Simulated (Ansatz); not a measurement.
CuSe2⁺ (the lowest singlet isomer of a short search) was relaxed with r2SCAN-D4 (def2-TZVP) in Ansatz in these states: charge +1 quintet, charge +1 triplet. The geometries follow in no particular order.

A:

```xyz
3

Cu    0.7519   -1.3523    0.3779
Se    0.5644    1.0588   -0.6938
Se   -1.3163    0.2936    0.3158
```

B:

```xyz
3

Cu   -0.757    0.728   -0.893
Se   -0.320   -0.064    1.282
Se    1.076   -0.663   -0.389
```

**Question.** Judge from the bond lengths which geometry belongs to which state (an estimate).

**Answer.** A is the charge +1 quintet (Cu1–Se3 2.644 Å, Se2–Se3 2.268 Å); B is the charge +1 triplet (Cu1–Se3 2.355 Å, Se2–Se3 2.258 Å).

At PBE0-D4/def2-TZVP a triplet lies 3.44 eV below the charge +1 quintet. These are the stationary points nearest to one start from a short search; other shapes may lie lower in each state.
